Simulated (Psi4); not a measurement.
Interaction energy of H3B ··· H3B (SMILES B and B), singlet. Monomers: optimised at B3LYP-D3(BJ) (def2-TZVP), held rigid. Orientation: lowest of the rigid-body minima from ten starts at GFN2-xTB. R is the distance of the centres of mass, along which the second monomer moves.

Level of theory: SAPT0/jun-cc-pVDZ, frozen core (Psi4).

Components in kJ/mol:

| R / Å | electrostatics | exchange | induction | dispersion | total |
|---|---|---|---|---|---|
| 2.16 | -114.25 | 247.72 | -129.62 | -44.53 | -40.68 |
| 2.33 | -75.21 | 158.20 | -79.43 | -32.35 | -28.78 |
| 2.52 | -46.36 | 94.57 | -44.49 | -22.48 | -18.76 |
| 2.73 | -26.71 | 52.66 | -22.77 | -14.97 | -11.79 |
| 3.03 | -11.96 | 22.18 | -8.43 | -8.40 | -6.61 |
| 3.33 | -5.43 | 9.09 | -3.05 | -4.79 | -4.19 |
| 3.82 | -1.70 | 2.03 | -0.60 | -2.02 | -2.29 |
| 4.51 | -0.48 | 0.23 | -0.08 | -0.67 | -1.00 |
| 5.53 | -0.13 | 0.01 | -0.01 | -0.18 | -0.31 |
| 6.85 | -0.04 | 0.00 | 0.00 | -0.05 | -0.09 |
